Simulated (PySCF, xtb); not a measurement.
C2H5FN2Si, SMILES N[Si@@H]1C=N[C@@H]1F. One conformer was computed; it need not be the lowest.

Harmonic wavenumbers (cm⁻¹) from xtb 6.7.1 with GFN2-xTB at its own minimum, in rising order: 87, 118, 184, 234, 318, 464, 479, 502, 559, 609, 645, 789, 811, 852, 941, 988, 1049, 1123, 1208, 1272, 1492, 1630, 2312, 2916, 3047, 3458, 3500.

Question: What does PySCF with B3LYP-D3(BJ)/def2-SVP give at its own minimum? (Estimate from the structure and the level; the computed values follow.)

Answer: 61, 104, 157, 281, 323, 381, 492, 566, 594, 714, 757, 808, 880, 906, 935, 993, 1102, 1203, 1283, 1341, 1532, 1613, 2208, 3048, 3111, 3591, 3691. Paired by order, the mean absolute difference is 61 cm⁻¹ and the zero-point energies are 45.2 and 46.7 kcal/mol.
